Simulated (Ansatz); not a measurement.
Start from `C[SiH2]NCO` and change one atom or group to get `C[SiH2][NH][GeH3]`.

Ansatz, PBE0-D4/def2-TZVP geometries, multiplicity 1. Each molecule was computed in one conformer, which needn't be the lowest.

Scalar relativity is left out up to krypton.

```
                                          property  `C[SiH2]NCO`
size of the dipole moment (ωB97M-V/def2-TZVPP) / D          1.36
           HOMO–LUMO gap (ωB97M-V/def2-TZVPP) / eV         11.63
    size of the dipole moment (PBE/def2-TZVPP) / D          1.28
               HOMO energy (B3LYP/def2-TZVPP) / eV         -6.85
             LUMO energy (ωB97M-V/def2-TZVPP) / eV          2.23
               LUMO energy (B3LYP/def2-TZVPP) / eV          0.44
```

What does the change do to each property? (An estimate is asked.)

The calculation gave: 
```
                                          property  `C[SiH2][NH][GeH3]`  shift
size of the dipole moment (ωB97M-V/def2-TZVPP) / D                 1.05  -0.31
           HOMO–LUMO gap (ωB97M-V/def2-TZVPP) / eV                11.32  -0.31
    size of the dipole moment (PBE/def2-TZVPP) / D                 1.08  -0.20
               HOMO energy (B3LYP/def2-TZVPP) / eV                -6.91  -0.06
             LUMO energy (ωB97M-V/def2-TZVPP) / eV                 1.90  -0.33
               LUMO energy (B3LYP/def2-TZVPP) / eV                 0.04  -0.40
```

With PBE0 the HOMO falls by 0.07 eV and the LUMO falls by 0.44 eV, so the gap narrows by about 0.37 eV. PBE moves the HOMO by -0.12 eV and ωB97M-V by -0.02 eV. Dipoles are sizes alone; their direction can turn.

B3LYP here is the variant with VWN-RPA as its local correlation; programs differ in this.
